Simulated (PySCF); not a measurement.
Cl4MoO, triplet, geometry from GFN2-xTB (such geometries of metal compounds can be far from the true shape) (the multiplicity is a formal guess) (core potentials on Mo). Base run: PySCF with DF-B3LYP/def2-SVP.

Here is a job for PySCF.
```python
from pyscf import gto, scf, dft

mol = gto.M(
    atom='''
Mo    0.48749864   -0.17709820    0.15070901
O     1.38127443   -0.74911435    1.38941818
Cl   -1.65814993   -0.20351762   -1.22695926
Cl    0.06111374    2.01757753    0.56074168
Cl    1.49379273   -0.55592510   -1.72486824
Cl   -1.75117642   -0.46807367    1.36490205
''',
    basis='def2-svp',
    ecp={'Mo': 'def2-svp'},
    spin=2,
    verbose=4,
)

mf = dft.UKS(mol)
mf.xc = 'b3lyp'
mf = mf.density_fit(auxbasis='def2-universal-jkfit')
mf.kernel()
mf.analyze()
```

The base run was repeated with changes; each row names its change, and settings that it needs were set with it.

```
change                                       E (Eh)  HOMO (eV)  dipole (D)  <S^2>  core-seconds (rough)
--------------------------------------  -----------  ---------  ----------  -----  --------------------
base                                    -1983.78802      -7.30        1.21  2.007                    30
functional = revpbe                     -1983.42678      -5.86        1.12  2.005                    30
functional = bhandhlyp                  -1983.52649      -9.35        1.40  2.016                    30
functional = pbe                        -1982.94209      -5.87        1.09  2.005                    30
functional = camb3lyp                   -1983.68014      -9.13        1.33  2.010                    40
functional = x3lyp                      -1983.52604      -7.37        1.21  2.008                    30
functional = pbe; dispersion = d3bj     -1982.95383      -5.87        1.09  2.005                    40
functional = m062x                      -1983.49839      -9.27        1.41  2.013                    70
functional = b3lyp; dispersion = d3bjm  -1983.82487      -7.30        1.21  2.007                    30
functional = mn15                       -1982.99849      -8.29        1.33  2.009                    40
functional = m06l                       -1983.76735      -6.41        1.40  2.007                    60
functional = pbe; dispersion = d4       -1982.95407      -5.87        1.09  2.005                    30
functional = tpss                       -1983.83102      -6.16        1.18  2.005                    60
```

Totals shift with the method and basis; they matter in differences.

Open shells are given as the SCF converged; they aren't shown to be the lowest states, and a large step between rows can be another state.
